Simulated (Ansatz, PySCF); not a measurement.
F3HOZr, SMILES [F][Zr]([F])([F])[OH], multiplicity 1.

Coordinates come from a B3LYP-D3(BJ)/def2-SVP optimisation. The spin state was assumed, not searched. The structure was generated by enumeration; whether it is a known compound was not checked. The def2 effective core potentials stand for the cores of Zr; spin–orbit coupling is left out. Other conformers were not sampled.

Vertical ionisation energy (IE) and electron affinity (EA) in eV. Rows of orbital energies are one-electron estimates. Where ΔSCF, EOM or ADC give a negative EA the extra electron is unbound and the value depends on the basis.

```csv
level,IE,EA
"−ε(HOMO), −ε(LUMO), B3LYP/def2-TZVP (PySCF)",9.99,1.06
"−ε(HOMO), −ε(LUMO), PBE/def2-TZVP (PySCF)",8.49,1.67
"ΔSCF, CAM-B3LYP/def2-SVPD (Ansatz), final states of multiplicity 2 and 2",13.07,-0.47
"ΔSCF, PBE/def2-SVPD (Ansatz), final states of multiplicity 2 and 2",12.32,-0.32
```

Task: What vertical singlet–triplet gap does ΔSCF give with CAM-B3LYP/def2-SVPD (Ansatz, an electronic-structure program) and with PBE/def2-SVPD (Ansatz)? (The exact figures need the calculation; the answer reports its results.)

Result: 7.90 and 7.40 eV (triplet above singlet where positive).
